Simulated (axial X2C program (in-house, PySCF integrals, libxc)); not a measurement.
# BeAs: cheaper levels and CCSD(T), with spin–orbit coupling

Calculated with an axial X2C code built on PySCF integrals. Two-component (2c) means X2C with spin–orbit coupling and atomic mean-field two-electron Coulomb and Gaunt terms. Basis: As dyall-cv3z [9s9p6d4f1g], Be dyall-cv3z [8s8p3d1f] (cores contracted in-house); Gaussian nuclei, density fitting, unrestricted open shells. Masses: As 74.922 u, Be 9.012 u.

State: Ω = 3/2 (⟨Sz⟩ = 1.50, ⟨Lz⟩ = 0.00 at HF); fragments As + Be.

```csv
level,Re (Å),ωe (cm⁻¹),De (eV)
HF,2.182,532.4,0.817
MP2,2.174,538.3,1.02
CCSD,2.185,513.8,0.788
```

Correlated methods: 7 electrons correlated (number of frozen shells: As 3 s, 2 p, 1 d; Be 1 s), 211 virtual spin orbitals or spinors in MP2, 82 natural virtuals in coupled cluster.

CCSD(T), same Hamiltonian and basis:

Re = 2.188 Å, ωe = 511.2 cm⁻¹, De = 0.87 eV; T1 = 0.022 (Lee–Taylor normalisation).

(1) Give the differences from CCSD(T) in the columns below.

The state is one determinant whose occupation by symmetry is held fixed; it was picked as the lowest of a PBE0 search that is not exhaustive. De is counted from the lowest determinant-based energies of the atoms at the same level, without counterpoise correction. CCSD and (T) use frozen natural virtuals with an MP2 correction for the truncation; (T) itself is uncorrected, so its De runs slightly low. Other states lie close and PBE0, whose exact exchange favours high spin, may order them wrongly; the determinant shown need not be the ground state. The nearest other 2c determinant of the search, Ω = 1/2, lies 0.13 eV up at the distance of the search. With several unpaired electrons one determinant need not be a pure state. This is the top spin component of a Σ state; components of lower Ω are not single determinants and can lie lower.

Answers

(1) 

```
level  ΔRe (Å)  Δωe (cm⁻¹)  ΔDe (eV)
   HF   -0.006          21     -0.05
  MP2   -0.014          27      0.15
 CCSD   -0.003           3     -0.08
```
